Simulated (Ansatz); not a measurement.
Reaction (ligand exchange at the Si–C bond): `S[SiH2]C[SeH]` + `[OH][AlH2]` → `[AlH2][O][SiH2]S` + `C[SeH]`

Isolated molecules relaxed with PBE0-D4/def2-TZVP in Ansatz; ΔE leaves out vibrations. CCSD(T)/CBS is the MP2 limit (def2-TZVPP, def2-QZVPP) plus CCSD(T) − MP2 in def2-TZVPP, frozen cores. This one scheme is used for every species. DFT in def2-TZVPP. For Se outer-core shells are correlated without core-valence functions, which leaves a few kJ/mol of doubt a bond. Scalar relativity is left out up to krypton. One conformer a species, not always the lowest.

(1) Is it downhill or uphill in electronic energy at CCSD(T)/CBS, and by how much? (Estimate.)

(2) What do these levels give: PBE-D4, r2SCAN-D4, HF/def2-TZVPP, SCS-MP2/def2-TZVPP, HF/def2-QZVPP, MP2/CBS(def2)? (Estimate.)

Largest T1 diagnostic among the species: 0.012.

## Answers

(1) The calculation gave: Downhill: ΔE = -121.0 kJ/mol.

(2) Ansatz gave: PBE-D4 -109.5, r2SCAN-D4 -123.2, HF/def2-TZVPP -149.7, SCS-MP2/def2-TZVPP -126.8, HF/def2-QZVPP -151.6, MP2/CBS(def2) -119.5 kJ/mol.

From PBE to PBE0 (25 % exact exchange), in def2-TZVPP and without D4, ΔE moves by −6.2 kJ/mol. The D4 term adds +3.3 kJ/mol with B3LYP and +1.7 kJ/mol with PBE0; it sums over pairs of atoms, weighted by their polarisabilities, and B3LYP, whose exchange is more repulsive, gets the larger term. In def2-TZVPP, CCSD(T) changes the Hartree–Fock value by +27.0 kJ/mol (the triples alone add +3.8 kJ/mol) and MP2 by +28.5 kJ/mol.

B3LYP here is the variant with VWN-RPA as its local correlation; programs differ in this.
